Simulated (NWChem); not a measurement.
Species: CH5FOSi; SMILES CO[SiH2]F

```xyz
9

Si    -0.5257     0.6355    -0.1225
F      0.7780     1.5557     0.1162
O     -0.3066    -0.8860     0.4568
C      0.5097    -1.8673    -0.1729
H     -0.7579     0.5936    -1.5900
H     -1.6525     1.2117     0.6385
H      1.5565    -1.7531     0.1323
H      0.1575    -2.8544     0.1396
H      0.4500    -1.8036    -1.2683
```
Atoms are numbered in this order, from 1.

Computed with NWChem. Pople sets run with spherical d functions. Structure relaxed at the B3LYP/6-31G* (spherical d) level. Vertical excitations in the gas phase; the lowest state need not have the same character in each row.

| level | lowest excitation, singlet (eV) | oscillator strength of that lowest state | lowest state with f > 0.02, singlet (eV) | lowest triplet (eV) | orbital gap (eV) |
|---|---|---|---|---|---|
| PBE/6-31+G*, TDA | 6.92 | 0.001 | 7.02 | 6.64 | 6.81 |
| B3LYP/6-31+G*, TDA | 7.58 | 0.001 | 7.74 | 7.34 | 8.59 |
| Hartree-Fock/6-31+G*, CIS | 9.66 | 0.005 | 10.11 | 9.09 | 14.73 |
